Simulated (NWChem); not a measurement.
CuH2OBr; SMILES [Cu](<-[OH2])[Br]

```xyz
5

Cu     0.0017     0.7687    -0.0300
Br    -0.0005    -1.4411     0.0047
O     -0.0023     2.7294    -0.0083
H      0.7642     3.1592     0.3908
H     -0.7790     3.1511     0.3795
```
Atoms are numbered in this order, from 1.

All runs use the structure optimised with PBE0/def2-SVP.

### Question
List the 4 lowest vertical singlet excitations from CAM-B3LYP/def2-SVPD, TDA (NWChem).

### Answer
```
state  energy (eV)  oscillator strength  leading excitation (squared amplitude)
-----  -----------  -------------------  --------------------------------------
S1            4.10                0.007                      HOMO → LUMO (0.73)
S2            4.19                0.010                    HOMO−1 → LUMO (0.74)
S3            4.72                0.022                    HOMO−2 → LUMO (0.65)
S4            4.77                0.000                    HOMO−3 → LUMO (0.83)
```
